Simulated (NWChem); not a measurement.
MgIBr; SMILES [Br][Mg][I]

```xyz
3

Mg     0.1104     0.5300     0.0000
Br     0.1008     2.8733     0.0000
I      0.1206    -2.0171     0.0000
```
Atoms are numbered in this order, from 1.

Coordinates come from a PBE0/def2-SVP optimisation. No frequency run checked for a minimum. def2 effective core potentials on I; no spin-orbit coupling.

List the 4 lowest vertical singlet excitations from CAM-B3LYP/def2-SVPD with def2 effective core potentials on I, TDA (NWChem).


| state | energy (eV) | oscillator strength | leading excitation (squared amplitude) |
|---|---|---|---|
| S1 | 4.84 | 0.025 | HOMO → LUMO (0.88) |
| S2 | 4.84 | 0.025 | HOMO−1 → LUMO (0.88) |
| S3 | 5.51 | 0.051 | HOMO−2 → LUMO (0.96) |
| S4 | 5.51 | 0.051 | HOMO−3 → LUMO (0.96) |
